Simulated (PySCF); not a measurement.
Computed Raman spectrum (relative Raman activity) of a molecule C3H4BrF. Geometry: B3LYP-D3(BJ)/def2-SVP. Other conformers were not sampled. Calculation: PySCF with B3LYP-D3(BJ)/def2-SVP. Frequencies are harmonic and unscaled.

Lines under 2 % of the strongest are left out, and lines within 2 cm⁻¹ are merged.

ν (cm⁻¹): 498 (w), 827 (w), 978 (w), 1017 (vw), 1163 (vw), 1329 (w), 1415 (w), 3134 (vs), 3233 (m), 3240 (m) (against the strongest line: vs over 80 %, s over 45 %, m over 15 %, w over 4 %, vw less)

Q: Which molecule gave these data?
A) C/C=C(\F)Br
B) C/C(Br)=C\F
C) F[C@@H]1C[C@H]1Br
D) FC1(Br)CC1

A: D, FC1(Br)CC1
